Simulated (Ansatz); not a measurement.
BiB₁₀⁻. The state is a singlet with charge -1. Geometry PBE-D4/def2-SVPD.

Cartesian coordinates in Å:
```
Bi 2.440 -1.758 -1.031
B -2.307 -1.010 0.124
B -1.016 1.716 0.742
B 0.221 -2.005 -0.671
B -0.663 -0.585 -0.056
B 2.078 0.351 -0.298
B 0.408 0.771 0.164
B 0.383 2.394 0.687
B 1.784 1.799 0.223
B -1.319 -2.132 -0.418
B -2.009 0.460 0.533
```

In the def2 sets Bi takes a core potential; there is no spin–orbit coupling. The restricted singlet is unstable towards broken spin symmetry in Hartree–Fock (as tested in another run); at LDA (SPW92)/def2-TZVPD, PBE-D4/def2-TZVPD, r2SCAN-D4/def2-TZVPD, B97M-V/def2-TZVPD and others this wasn't settled. Another isomer (singlet) lies 0.63 eV lower at PBE0-D4/def2-TZVPD; other spin states weren't run for this one.

Question: Estimate the orbital energies around the gap (eV) in Ansatz with LDA (SPW92)/def2-TZVPD, PBE-D4/def2-TZVPD, r2SCAN-D4/def2-TZVPD, B97M-V/def2-TZVPD, PBE0-D4/def2-TZVPD.

Answer: 
| orbital | LDA (SPW92)/def2-TZVPD | PBE-D4/def2-TZVPD | r2SCAN-D4/def2-TZVPD | B97M-V/def2-TZVPD | PBE0-D4/def2-TZVPD |
| --- | --- | --- | --- | --- | --- |
| HOMO−9 | -4.49 | -4.26 | -4.53 | -4.53 | -5.54 |
| HOMO−8 | -4.33 | -4.18 | -4.49 | -4.25 | -5.26 |
| HOMO−7 | -3.97 | -3.83 | -4.16 | -4.14 | -5.06 |
| HOMO−6 | -3.60 | -3.42 | -3.69 | -3.65 | -4.63 |
| HOMO−5 | -3.16 | -2.93 | -3.13 | -3.12 | -3.99 |
| HOMO−4 | -3.03 | -2.87 | -3.08 | -2.86 | -3.68 |
| HOMO−3 | -2.82 | -2.66 | -2.89 | -2.84 | -3.68 |
| HOMO−2 | -2.34 | -2.16 | -2.35 | -2.31 | -3.13 |
| HOMO−1 | -2.21 | -1.98 | -2.10 | -1.87 | -2.52 |
| HOMO | -1.46 | -1.28 | -1.42 | -1.40 | -2.17 |
| LUMO | -0.66 | -0.43 | -0.41 | -0.22 | 0.12 |
| LUMO+1 | 0.05 | 0.28 | 0.38 | 0.56 | 0.98 |
| LUMO+2 | 1.07 | 1.33 | 1.52 | 1.68 | 2.15 |
| LUMO+3 | 2.03 | 2.14 | 2.50 | 2.14 | 2.66 |
| LUMO+4 | 2.09 | 2.27 | 2.55 | 2.40 | 2.92 |
| LUMO+5 | 2.20 | 2.36 | 2.57 | 2.51 | 3.00 |
